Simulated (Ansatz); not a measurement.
`F[SiH2][SiH](Cl)Cl` + `BNB` → `BN(B)[SiH2]F` + dichlorosilane at 600 K and 1 bar (cleavage of the Si–Si bond).

Isolated molecules relaxed with PBE0-D4/def2-TZVP in Ansatz; ΔE leaves out vibrations. CCSD(T)/CBS is the MP2 limit (def2-TZVPP, def2-QZVPP) plus CCSD(T) − MP2 in def2-TZVPP, frozen cores. Each species was taken in one conformer, which may not be the lowest.

```tsv
species	CCSD(T)/CBS energy (Eh)	H − E (kJ/mol)	S (J/(mol·K))
`F[SiH2][SiH](Cl)Cl`	-1599.46845	147.3	467.4
`BNB`	-107.34560	197.7	317.5
`BN(B)[SiH2]F`	-496.90429	247.9	440.8
`Cl[SiH2]Cl`	-1209.93203	89.6	338.0
```

H − E and S are ideal-gas, rigid-rotor, harmonic terms from PBE0-D4/def2-TZVP, for one conformer and one mirror image of each species. 1 Eh = 2625.50 kJ/mol, R = 8.31446 J/(mol·K).

Problem. By hand: ΔE, ΔH, ΔS and ΔG.

Solution. ΔE = (-496.90429) + (-1209.93203) − (-1599.46845) − (-107.34560) = -0.02227 Eh = -58.5 kJ/mol. Δ(H − E) = 247.9 + 89.6 − 147.3 − 197.7 = -7.5, so ΔH = -66.0 kJ/mol. ΔS = 440.8 + 338.0 − 467.4 − 317.5 = -6.1 J/(mol·K). ΔG = -66.0 − 600 × (-6.1)/1000 = -62.3 kJ/mol.

Problem. By hand: the equilibrium constant, and the temperature at which ΔG would vanish if ΔH and ΔS stayed fixed.

Solution. log₁₀ K = −ΔG/(RT ln 10) = 5.4. ΔG = 0 at ΔH/ΔS = 10820 K, far beyond where these terms or the molecules hold.

The number of gas molecules stays the same, so ΔS is small and ΔH decides. A doubt of 5 kJ/mol in ΔE shifts log₁₀ K by 0.4 here. Other conformers and mirror images would add mixing entropy, several J/(mol·K) or more a flexible species. Modes under 60 cm⁻¹, often nearly free rotors, make the harmonic entropy too high. These are equilibria of isolated gas molecules and say nothing of rates. Largest T1 diagnostic: 0.012 (customary marks: 0.02 for closed shells, 0.045 for open ones).
